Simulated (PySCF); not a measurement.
C6H5O2S (doublet state).
Z-matrix (Å and degrees, GFN2-xTB geometry), rows numbered from 1:
```
C 
C   1  1.3515
C   2  1.4234  1  128.18
C   3  1.3688  2  113.55  1  -179.99
C   4  1.3970  3  113.56  2    -0.01
C   5  1.4445  4  126.18  3  -179.98
O   6  1.2110  5  124.93  4     0.10
O   6  1.3497  5  112.57  4  -179.92
S   5  1.7264  4  112.16  3     0.02
H   1  1.0756  2  120.69  3     0.00
H   1  1.0742  2  121.47  3   180.00
H   3  1.0746  2  121.38  1     0.00
H   4  1.0755  3  125.48  2   179.98
H   8  0.9687  6  109.67  5   180.00
```

The hyperfine couplings belong to this conformer and change with its torsions.

As a line formula: `O=C(c1sc([CH2])cc1)O` [radical].

Method: UKS B3LYP, pcH-1 on C H O S, non-relativistic, mean-field spin-orbit, GIAO (PySCF 2.14.0). The structure is a single GFN2-xTB conformer in the gas phase; no vibrational or solvent corrections. The geometry wasn't refined by DFT: couplings that depend on bond lengths, twists or pyramidal angles can differ widely from those at the functional's own minimum. Stability of the SCF solution: not tested. ⟨S²⟩ is 0.781 where a pure state has 0.75.

The Mulliken spin populations are largest on C1 (+0.58), C5 (+0.33), C3 (+0.31) and C2 (-0.19). Three atoms exceed +0.15. The angles at C1 add up to 360.0°, so it is planar.

Q: McConnell's relation a(H) = Q·ρ ties the coupling of a proton on a planar π carbon to the spin population of that carbon. What Q do the computed values give?

A: 
```tsv
H	C	ρ(C)	a(H) (G)	a/ρ (G)
H10	C1	+0.578	-12.52	-21.7
H11	C1	+0.578	-12.62	-21.8
H12	C3	+0.311	-7.16	-23.1
H13	C4	-0.159	+2.86	-18.0
```

A least-squares line through the origin gives Q = -21.8 G with Mulliken populations. In every row coupling and population have opposite signs. Where ρ is negative the coupling is positive.

Q: Leave H13 and its like out of the fit. How well does the relation then predict its coupling?

A: The other protons give Q = -21.9 G, so a = -21.9 × -0.159 = 3.48 G, against the computed 2.86 G.

Couplings in gauss use g_iso = 2.0041.
